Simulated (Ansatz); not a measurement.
The lowest singlet and triplet of OH (SMILES [OH+]); geometries from B3LYP-D3(BJ)/def2-TZVP, each state relaxed from the structure named, with no frequency check, low spin by broken symmetry.
Singlet (charge 1, multiplicity 1):
```xyz
2

O      0.00000     0.00000    -0.11563
H      0.00000     0.00000     0.92505
```

A positive gap puts the triplet lower; no zero-point energy. R- takes a restricted singlet, here one determinant of a half-filled degenerate or near-degenerate pair, which mixes singlet states. U- takes an unrestricted singlet (broken symmetry where lower, unprojected). The triplet is unrestricted in single-reference levels. Active spaces average the two states.

Cores are frozen in the correlated methods.

The values were computed with Ansatz (a program for electronic structure). Each number belongs to the level named beside it.

```
level                                     gap E(singlet) − E(triplet), vertical, at the singlet's geometry (eV)
----------------------------------------  ---------------------------------------------------------------------
R-SVWN5/def2-TZVPP                                                                                        3.072
U-wB97X-V/def2-TZVPP (spin-contaminated)                                                                  0.841
U-B2PLYP/def2-TZVPP (spin-contaminated)                                                                   0.873
R-MP2/cc-pVDZ                                                                                             3.257
R-CCSD/cc-pVTZ                                                                                            2.739
R-CCSD/cc-pVQZ                                                                                            2.707
R-CCSDT/cc-pVQZ                                                                                           2.215
SC-NEVPT2 on SA-CASSCF(6,5)/cc-pVDZ                                                                       2.402
SC-NEVPT2 on SA-CASSCF(6,5)/cc-pVTZ                                                                         ___
```

### Question
Fill in the missing entries.

### Answer

- SC-NEVPT2 on SA-CASSCF(6,5)/cc-pVTZ, gap E(singlet) − E(triplet), vertical, at the singlet's geometry (eV): 2.274

Doubts at one or more of the structures used: a restricted determinant that unrestricted orbitals would lower (R-SVWN5/def2-TZVPP, R-MP2/cc-pVDZ, R-CCSD/cc-pVTZ, R-CCSD/cc-pVQZ, R-CCSDT/cc-pVQZ); other coupled-cluster roots lie near (R-CCSDT/cc-pVQZ).
